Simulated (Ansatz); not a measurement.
Wavefunction ladder for C$_{3}$H$_{9}$HfIO$_{3}$ (`C[O][Hf]([I])([O]C)[O]C`)

```xyz
17

C    -2.6354   -0.8553   -1.3750
O    -1.3370   -0.8546   -0.8833
Hf    0.4210   -0.7252   -0.1580
I     1.7857   -3.0747   -0.6715
O     0.3260   -0.4591    1.7271
C     0.2073   -0.1772    3.0813
O     1.3519    0.7260   -0.9710
C     1.9569    1.8439   -1.5292
H    -3.3581   -0.7519   -0.5588
H    -2.7836   -0.0278   -2.0768
H    -2.8396   -1.7939   -1.9000
H    -0.8465   -0.1168    3.3728
H     0.6847   -0.9639    3.6739
H     0.6889    0.7765    3.3216
H     2.8687    1.5538   -2.0608
H     2.2258    2.5668   -0.7518
H     1.2836    2.3336   -2.2404
```

The species carries charge 0 and has multiplicity 1. Correlated methods freeze the filled d shell of I. Correlated methods include outer-core shells of Hf, which these sets cover unevenly. Hf, I: def2 effective core potential. All single points use the PBE0-D4/def2-TZVP geometry. It is one conformer, not always the lowest. Frozen core, restricted reference, Ansatz 0.2.0.

| basis | HF (Eh) | MP2 corr. |
| --- | --- | --- |
| def2-SVP | -687.55388 | -1.30101 |
| def2-TZVPP | -687.98807 | -1.69007 |
| def2-QZVPP | -688.00633 | -1.84727 |

Q: Estimate the CCSD correlation energy and the (T) correction in each basis where they were run (hartree).

A: 
```
     basis  CCSD corr.       (T)
  def2-SVP    -1.35892  -0.03937
def2-TZVPP    -1.73384  -0.07018
```
